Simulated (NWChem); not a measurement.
System: CH3ClO2Si; SMILES O1CO[SiH]1Cl

NWChem printed, in part:

```
             Northwest Computational Chemistry Package (NWChem) 7.3.0
             --------------------------------------------------------

                             Geometry "geometry" -> ""
                             -------------------------

 Output coordinates in angstroms (scale by  1.889725989 to convert to a.u.)

  No.       Tag          Charge          X              Y              Z
 ---- ---------------- ---------- -------------- -------------- --------------
    1 Cl                  17.0000    -0.28012400     1.86834700     0.00000000
    2 Si                  14.0000     0.59528900     0.00883600     0.00000000
    3 O                    8.0000    -0.02546100    -1.07933500    -1.11330300
    4 C                    6.0000    -0.49670000    -1.86967400     0.00000000
    5 O                    8.0000    -0.02546100    -1.07933500     1.11330300
    6 H                    1.0000     2.05196500     0.22907100     0.00000000
    7 H                    1.0000    -0.02895500    -2.85866200     0.00000000
    8 H                    1.0000    -1.58902400    -1.93775300     0.00000000

 Effective nuclear repulsion energy (a.u.)     298.6952799447

                              NWChem Property Module
                              ----------------------

  itol2e modified to match energy
  convergence criterion.

                                 NWChem DFT Module
                                 -----------------

 Summary of "ao basis" -> "ao basis" (spherical)
 ------------------------------------------------------------------------------
       Tag                 Description            Shells   Functions and Types
 ---------------- ------------------------------  ------  ---------------------
 Cl                          6-31g*                  8       18   4s3p1d
 Si                          6-31g*                  8       18   4s3p1d
 O                           6-31g*                  6       14   3s2p1d
 C                           6-31g*                  6       14   3s2p1d
 H                           6-31g*                  2        2   2s

  itol2e modified to match energy
  convergence criterion.

            General Information
            -------------------
          SCF calculation type: DFT
          Wavefunction type:  closed shell.
          No. of atoms     :     8
          No. of electrons :    56
           Alpha electrons :    28
            Beta electrons :    28
          Charge           :     0
          Spin multiplicity:     1
          Use of symmetry is: off; symmetry adaption is: off
          Maximum number of iterations: 150
          AO basis - number of functions:    84
                     number of shells:    40
          Convergence on energy requested:  1.00D-07
          Convergence on density requested:  1.00D-05
          Convergence on gradient requested:  5.00D-04

              XC Information
              --------------
                         B3LYP Method XC Potential
                     Hartree-Fock (Exact) Exchange  0.200
                        Slater Exchange Functional  0.800 local
                    Becke 1988 Exchange Functional  0.720 non-local
              Lee-Yang-Parr Correlation Functional  0.810
                  VWN I RPA Correlation Functional  0.190 local

[...]

          -----------------------------------------
          Chemical Shielding Tensors (GIAO, in ppm)
          -----------------------------------------

                                NWChem CPHF Module
                                ------------------

  scftype          =     RHF
  nclosed          =       28
  nopen            =        0
  variables        =     1568
  # of vectors     =        3
  tolerance        = 0.10D-03
  level shift      = 0.00D+00
  max iterations   =       50
  max subspace     =       30

 SCF residual:    6.7698156812493385E-005

Iterative solution of linear equations
  No. of variables     1568
  No. of equations        3
  Maximum subspace       30
        Iterations       50
       Convergence  1.0D-04

   iter   nsub   residual    time
   ----  ------  --------  ---------
     1      3    4.55D-01      29.3
     2      6    1.27D-02      33.4
     3      9    9.05D-04      37.3
     4     12    3.32D-05      41.1

      Atom:    1  Cl
        Diamagnetic
   1145.9018     -3.4513      0.0000
     -3.4513   1153.5129     -0.0000
      0.0000     -0.0000   1144.9968

        Paramagnetic
   -393.5792   -145.2311      0.0000
   -145.2311   -258.6813      0.0000
      0.0000      0.0000   -355.5466

        Total Shielding Tensor
    752.3226   -148.6824      0.0000
   -148.6824    894.8317      0.0000
      0.0000      0.0000    789.4503

           isotropic =     812.2015
          anisotropy =     264.3755

          Principal Components and Axis System
                 1           2           3
              988.4518    789.4503    658.7025

      1        -0.5328      0.0000      0.8462
      2         0.8462      0.0000      0.5328
      3        -0.0000      1.0000     -0.0000

      Atom:    2  Si
        Diamagnetic
    876.4220     -0.2719     -0.0000
     -0.2719    886.9199     -0.0000
     -0.0000     -0.0000    880.6307

        Paramagnetic
   -492.6999      6.9065      0.0000
      6.9065   -500.7885     -0.0000
      0.0000     -0.0000   -461.4552

        Total Shielding Tensor
    383.7221      6.6346      0.0000
      6.6346    386.1314     -0.0000
      0.0000     -0.0000    419.1756

           isotropic =     396.3430
          anisotropy =      34.2488

          Principal Components and Axis System
                 1           2           3
              419.1756    391.6698    378.1837

      1         0.0000      0.6408      0.7677
      2        -0.0000      0.7677     -0.6408
      3         1.0000      0.0000     -0.0000

      Atom:    3  O
        Diamagnetic
    376.7932     16.2568     -1.0137
     16.2568    397.5126     -0.4218
     -1.0137     -0.4218    393.9543

        Paramagnetic
   -228.5740     26.0103     21.4444
     26.0103   -172.2292     38.8583
     21.4444     38.8583   -143.9176

        Total Shielding Tensor
    148.2192     42.2671     20.4307
     42.2671    225.2833     38.4365
     20.4307     38.4365    250.0368

           isotropic =     207.8464
          anisotropy =     124.0482

          Principal Components and Axis System
                 1           2           3
              290.5452    203.5337    129.4604

      1         0.2885      0.2689      0.9190
      2         0.6177      0.6811     -0.3932
      3         0.7316     -0.6811     -0.0304

      Atom:    4  C
        Diamagnetic
    240.4290      5.7027     -0.0000
      5.7027    248.4938      0.0000
     -0.0000      0.0000    251.4174

        Paramagnetic
   -162.4152      1.5631      0.0000
      1.5631   -171.1657      0.0000
      0.0000      0.0000   -129.3908

        Total Shielding Tensor
     78.0139      7.2657      0.0000
      7.2657     77.3281      0.0000
      0.0000      0.0000    122.0266

           isotropic =      92.4562
          anisotropy =      44.3556

          Principal Components and Axis System
                 1           2           3
              122.0266     84.9448     70.3972

      1         0.0000      0.7236     -0.6902
      2         0.0000      0.6902      0.7236
      3         1.0000     -0.0000     -0.0000

      Atom:    5  H
        Diamagnetic
     39.8078      1.5863     -0.0000
      1.5863     24.6593     -0.0000
     -0.0000     -0.0000     22.7756

        Paramagnetic
     -7.4975     -1.5213      0.0000
     -1.5213     -0.2735      0.0000
      0.0000      0.0000     -1.1196

        Total Shielding Tensor
     32.3103      0.0650     -0.0000
      0.0650     24.3857      0.0000
     -0.0000      0.0000     21.6560

           isotropic =      26.1173
          anisotropy =       9.2903

          Principal Components and Axis System
                 1           2           3
               32.3108     24.3852     21.6560

      1         1.0000     -0.0082      0.0000
      2         0.0082      1.0000     -0.0000
      3        -0.0000      0.0000      1.0000

      Atom:    6  H
        Diamagnetic
     22.3948     -4.0379      0.0000
     -4.0379     40.6279      0.0000
      0.0000      0.0000     22.1957

        Paramagnetic
      0.8744      4.4750     -0.0000
      4.4750    -10.5897     -0.0000
     -0.0000     -0.0000      3.1527

        Total Shielding Tensor
     23.2692      0.4372     -0.0000
      0.4372     30.0383     -0.0000
     -0.0000     -0.0000     25.3484

           isotropic =      26.2186
          anisotropy =       5.7716

          Principal Components and Axis System
                 1           2           3
               30.0664     25.3484     23.2411

      1         0.0642     -0.0000      0.9979
      2         0.9979      0.0000     -0.0642
      3        -0.0000      1.0000      0.0000

      Atom:    7  H
        Diamagnetic
     38.9886      5.6527     -0.0000
      5.6527     24.1821     -0.0000
     -0.0000     -0.0000     21.9327

        Paramagnetic
    -11.0211     -2.0019     -0.0000
     -2.0019      1.6674      0.0000
     -0.0000      0.0000      3.1763

[...]
```

Level: B3LYP/6-31G* (spherical d), GIAO. The geometry was optimised at B3LYP/6-31G* (spherical d). The output numbers the shielded atoms by their place in the input's list. The printed shielding anisotropy is the first printed principal value minus the mean of the other two.

Question: Write an input that gives this output.

Answer: This is not unique; one that fits is the input that was run:
```
start job
memory heap 200 mb stack 900 mb global 1100 mb
geometry units angstroms noautosym nocenter noautoz
  Cl    -0.280124     1.868347     0.000000
  Si     0.595289     0.008836     0.000000
  O     -0.025461    -1.079335    -1.113303
  C     -0.496700    -1.869674     0.000000
  O     -0.025461    -1.079335     1.113303
  H      2.051965     0.229071     0.000000
  H     -0.028955    -2.858662     0.000000
  H     -1.589024    -1.937753     0.000000
end
basis spherical
  * library 6-31g*
end
dft
  xc b3lyp
  iterations 150
end
property
  shielding 7 1 2 3 4 6 7 8
end
task dft property
```
